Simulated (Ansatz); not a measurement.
`[CH3][Ge]([NH2])([OH])[F]` and `[NH2][GeH]([OH])[F]` differ in one atom or group.

Ansatz, PBE0-D4/def2-TZVP geometries, multiplicity 1. Each molecule was computed in one conformer, which needn't be the lowest.

Scalar relativity is left out up to krypton.

| property | `[CH3][Ge]([NH2])([OH])[F]` |
| --- | --- |
| LUMO energy (PBE/def2-TZVPP) / eV | -0.51 |
| LUMO energy (ωB97M-V/def2-TZVPP) / eV | 1.87 |
| HOMO–LUMO gap (PBE/def2-TZVPP) / eV | 5.78 |
| LUMO energy (B3LYP/def2-TZVPP) / eV | 0.00 |
| HOMO energy (ωB97M-V/def2-TZVPP) / eV | -10.22 |
| size of the dipole moment (PBE/def2-TZVPP) / D | 2.18 |

(1) What does the change do to each property? (Estimate.)

## Answers

(1) Computed: 
```
                                      property  `[NH2][GeH]([OH])[F]`  shift
             LUMO energy (PBE/def2-TZVPP) / eV                  -0.51   0.00
         LUMO energy (ωB97M-V/def2-TZVPP) / eV                   2.06   0.19
           HOMO–LUMO gap (PBE/def2-TZVPP) / eV                   6.09   0.31
           LUMO energy (B3LYP/def2-TZVPP) / eV                   0.06   0.06
         HOMO energy (ωB97M-V/def2-TZVPP) / eV                 -10.56  -0.34
size of the dipole moment (PBE/def2-TZVPP) / D                   0.87  -1.31
```

With PBE0 the HOMO falls by 0.34 eV and the LUMO rises by 0.08 eV, so the gap widens by about 0.42 eV. PBE moves the HOMO by -0.31 eV and ωB97M-V by -0.34 eV. Dipoles are sizes alone; their direction can turn.

B3LYP here is the variant with VWN-RPA as its local correlation; programs differ in this.
